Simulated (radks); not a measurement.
Question: These are the eigenvalues of the occupied orbitals of an atom or ion with whole-number occupations (eV). Calculated with a radial shooting solver on a logarithmic mesh with Libxc functionals: Dirac Kohn-Sham, LB94 model potential, spin-unpolarised, spherical densities, finite nucleus; Fermi nuclear charge, rms radius of each element as measured or else 0.836 A^(1/3) + 0.57 fm.

| orbital | eigenvalue |
|---|---|
| 1s1/2 | -74112.57 |
| 2s1/2 | -13023.14 |
| 2p1/2 | -12487.64 |
| 2p3/2 | -10944.26 |
| 3s1/2 | -3135.985 |
| 3p1/2 | -2893.131 |
| 3p3/2 | -2557.003 |
| 3d3/2 | -2146.444 |
| 3d5/2 | -2073.423 |
| 4s1/2 | -761.0875 |
| 4p1/2 | -659.1999 |
| 4p3/2 | -580.7217 |
| 4d3/2 | -412.4461 |
| 4d5/2 | -397.8380 |
| 5s1/2 | -217.2558 |
| 4f5/2 | -184.4638 |
| 5p1/2 | -184.0942 |
| 4f7/2 | -181.5618 |
| 5p3/2 | -169.7613 |

Which element is it, and in what charge state? The configuration may be excited. Open shells, if any, fill j = l - 1/2 first.

Answer: Z = 76, osmium, charge +8: Os8+ in [Xe] 4f14. The list shows which subshells hold electrons but not how many an open one holds; the 1s level, -2723.6 hartree, gives Z - s = 73.8 by -(Z - s)^2/2, which with screening and relativity narrows Z to a few neighbours, and the depths of the outer levels then fix element, charge and occupations together.
